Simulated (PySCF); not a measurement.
## UHF on Sc (scandium, neutral)

Configuration: [Ar] 3d1 4s1 5s1, high-spin 4D determinant (an excited configuration). Computed with PySCF 2.14 in aug-cc-pVTZ with one added diffuse shell each of s, p, d, f, g type (9s8p6d4f3g, 118 functions), with no relativity, point nucleus.

| Property | Result |
| --- | --- |
| Total energy | -759.620720 hartree |
| One-electron energy | -1037.3585 hartree |
| Hartree (Coulomb) energy | 315.7448 hartree |
| Exchange energy | -38.0070 hartree |
| Kinetic energy | 759.64657 hartree |
| ⟨S²⟩ | 3.7519 |
| ⟨L²⟩ | 6.022 |
| Sum of ⟨r⟩ | 26.98 bohr |
| Sum of ⟨r²⟩ | 141.2 bohr² |
| Traceless quadrupole moment −½Σ⟨3z² − r²⟩ along its main axis | -0.765 e·bohr² |
| Density at the nucleus (Gaussians lack the cusp) | 6140 bohr⁻³ |
| Spin density at the nucleus | 2.67 bohr⁻³ |
| Langevin diamagnetic susceptibility | -112 ×10⁻⁶ cm³/mol |

```csv
shell,electrons,mean orbital energy (eV),spread (eV),"rms radius, mean of both spins (bohr)"
1s α,1,-4518.1,0,0.0852
1s β,1,-4518.0,0,0.0852
2s α,1,-523.12,0,0.373
2s β,1,-522.62,0,0.373
2p α,3,-430.24,0.068,0.341
2p β,3,-429.83,0.499,0.341
3s α,1,-74.399,0,1.16
3s β,1,-72.533,0,1.16
3p α,3,-47.513,1.054,1.27
3p β,3,-45.470,1.538,1.27
3d α,1,-13.348,0,1.85
4s α,1,-9.295,0,3.69
5s α,1,-2.126,0,10.5
```

The outer electron is Rydberg-like, and this basis confines it to a smaller radius and binds it less than a complete one would.

Spin-orbit constants ζ (cm⁻¹) from the X2C one-electron operator on these orbitals (non-relativistic here): bare nucleus, nucleus screened by l(l+1)(2l+1)/3 electrons, and screened by the Breit-Pauli mean field of the electrons.

| shell | bare | screened nucleus | mean field |
| --- | --- | --- | --- |
| 2p | 26230 | 23730 | n/a |
| 3p | 2692 | 2435 | n/a |
| 3d | 178.6 | 93.54 | n/a |

To first order the Landé constant is A = 31.18 cm⁻¹, so the lowest level has J = 1/2 and lies 0.0174 eV below the centre of the term. This holds in LS coupling only.
